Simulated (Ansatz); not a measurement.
Single points on Cu₄Ag⁺.

```yaml
crystal:
  periodic: [false, false, false]
  atoms:
    - {symbol: Ag, position_ang: [-1.100219, -2.402803, -0.223053]}
    - {symbol: Cu, position_ang: [-1.577938, -0.083059, 0.506864]}
    - {symbol: Cu, position_ang: [-0.091018, 1.645777, -0.471866]}
    - {symbol: Cu, position_ang: [2.099302, 1.374493, 0.193865]}
    - {symbol: Cu, position_ang: [0.669873, -0.534408, -0.005810]}
basis:
  gaussian: {orbitals: def2-TZVP, initial_orbitals: start.molden}
total_charge: 1
hamiltonian: {xc: {name: B3LYP}, dispersion: d4}
scf: {omitted_lower_state_checks: [starts]}
output: {orbitals: {seedname: orbitals}}
```

The file start.molden holds the orbitals of an earlier run on this structure, at another level or in another basis.

```sh
$ ansatz run in.yaml --threads 4 --pin off --events-out ev --progress --plain --max-ram 4787MiB
```

Output, abridged:

```
Functional definition: B3LYP
2282 factors; integrals over basis functions are off by at most 3.5e-4 eV
mean field evaluation 1: about -182566.2746 eV, gradient 5.8e0 eV
mean field evaluation 2: about -182566.3309 eV, gradient 6.8e-2 eV
mean field evaluation 4: about -182566.5074 eV, gradient 1.5e-3 eV
mean field -182566.50737211 eV, -6709.1953979016 hartree, gradient 1.5e-5 eV, S^2 0.000000; 0 other end points of the search recorded, 0 dependent functions left out
reference -182566.50764828 eV, -6709.1954080509 hartree; 67, 67 occupied and 153, 153 virtual orbitals, 2282 factors
Total energy: -182566.95518504 eV, -6709.2118547235 hartree
Checks for a lower state left out: starts
```

It took 6.5 s on 4 threads of Intel Xeon Platinum 8375C on a shared host, peak host memory 0.92 GiB.

As the first input, with `gaussian: {orbitals: STO-3G}`, `hamiltonian: {xc: hf}` (abridged; 11 s):

```
Functional definition: HF
mean field evaluation 16: about -316411.4682 eV, gradient 1.5e0 eV
mean field evaluation 32: about -316411.6863 eV, gradient 6.6e-4 eV
mean field -316411.68630777 eV, -11627.9150002666 hartree, gradient 8.7e-6 eV, S^2 0.000000
Total energy: -316411.68630777 eV, -11627.9150002666 hartree
Checks for a lower state left out: starts
```

First input, but with `gaussian: {orbitals: def2-SVP, initial_orbitals: start.molden}`, `hamiltonian: {xc: pbe0, dispersion: d4}` (abridged; 3.8 s):

```
Functional definition: PBE0
mean field -182505.85718447 eV, -6706.9665446161 hartree, gradient 2.0e-5 eV, S^2 0.000000
Total energy: -182506.08654241 eV, -6706.9749733648 hartree
Checks for a lower state left out: starts
```

The first input with `gaussian: {orbitals: def2-SVP, initial_orbitals: start.molden}`, `correlation: {method: ccsd_t, frozen_orbitals: {Ag: 0, Cu: 9}}` and without the key `hamiltonian` (abridged; 31 s):

```
Functional definition: HF
mean field -182336.48014122 eV, -6700.7420530846 hartree, gradient 6.3e-6 eV, S^2 0.000000
36 core orbitals not correlated, not the lowest: weight in the atoms' cores, before any rotation towards them, 1.000 or more for the frozen orbitals, at most 0.000 for the correlated occupied ones
second order -43.80092427 eV of doubles, -0.00000000 eV of singles
cycle   1  -36.81246263 eV  change     7.0e0 eV  update   3.1e-1
cycle   2  -39.12976368 eV  change    -2.3e0 eV  update   1.7e-1
cycle   3  -39.38669063 eV  change   -2.6e-1 eV  update   6.1e-2
cycle   4  -39.38337713 eV  change    3.3e-3 eV  update   3.1e-2
cycle   5  -39.33696621 eV  change    4.6e-2 eV  update   1.7e-2
cycle   6  -39.33001072 eV  change    7.0e-3 eV  update   9.8e-3
cycle   7  -39.34568348 eV  change   -1.6e-2 eV  update   5.0e-3
cycle   8  -39.34848790 eV  change   -2.8e-3 eV  update   2.6e-3
cycle   9  -39.34538171 eV  change    3.1e-3 eV  update   1.7e-3
cycle  10  -39.34643764 eV  change   -1.1e-3 eV  update   8.8e-4
cycle  11  -39.34722885 eV  change   -7.9e-4 eV  update   5.7e-4
cycle  12  -39.34593335 eV  change    1.3e-3 eV  update   3.2e-4
cycle  13  -39.34559154 eV  change    3.4e-4 eV  update   1.8e-4
cycle  14  -39.34618877 eV  change   -6.0e-4 eV  update   1.1e-4
cycle  15  -39.34591710 eV  change    2.7e-4 eV  update   7.4e-5
cycle  16  -39.34591019 eV  change    6.9e-6 eV  update   4.0e-5
perturbative correction -2.07424461 eV, -0.0762270833 hartree
Total energy: -182377.90029602 eV, -6702.2642156978 hartree
Checks for a lower state left out: starts
```

As the first input, with `correlation: {method: mp2, frozen_orbitals: {Ag: 0, Cu: 9}}` and without the key `hamiltonian` (abridged; 7.5 s):

```
Functional definition: HF
mean field -182362.12575556 eV, -6701.6845120282 hartree, gradient 1.1e-6 eV, S^2 0.000000
36 core orbitals not correlated, not the lowest: weight in the atoms' cores, before any rotation towards them, 1.000 or more for the frozen orbitals, at most 0.000 for the correlated occupied ones
second order -60.34221865 eV of doubles, -0.00000000 eV of singles
Total energy: -182422.46797421 eV, -6703.9020476623 hartree
Checks for a lower state left out: starts
```

First input, but with `hamiltonian: {xc: pbe, dispersion: d4}`, `output: {forces: true, orbitals: {seedname: orbitals}}` (abridged; 3.4 s):

```
Functional definition: PBE
mean field -182534.31046555 eV, -6708.0121834097 hartree, gradient 6.0e-5 eV, S^2 0.000000
Total energy: -182534.57666490 eV, -6708.0219660551 hartree
Atom 0 force    -0.022338    -0.149227    -0.033528 eV/Å
Atom 1 force    -0.333953    -0.007949     0.153596 eV/Å
Atom 2 force    -0.185538     0.320433    -0.189331 eV/Å
Atom 3 force     0.387034     0.130900     0.097412 eV/Å
Atom 4 force     0.154794    -0.294158    -0.028149 eV/Å
Dipole moment:     0.087107     0.263355     0.016608 e Å
Checks for a lower state left out: starts
```

As the first input, with `hamiltonian: {xc: r2scan, dispersion: d4}` (abridged; 6 s):

```
Functional definition: r2SCAN
mean field -182559.96729534 eV, -6708.9550545133 hartree, gradient 2.9e-5 eV, S^2 0.000000
Total energy: -182560.01799930 eV, -6708.9569178496 hartree
Checks for a lower state left out: starts
```

Geometry: PBE-D4/def2-SVP.

In the def2 sets Ag takes a core potential, while STO-3G treats all electrons; there is no spin–orbit coupling. B3LYP takes the VWN-RPA correlation. Correlated methods freeze 36 core orbitals; core or outer-core shells of Ag are correlated, in sets that lack core-valence functions. Another isomer (singlet) lies 0.05 eV lower at PBE0-D4/def2-TZVP; other spin states weren't run for this one.
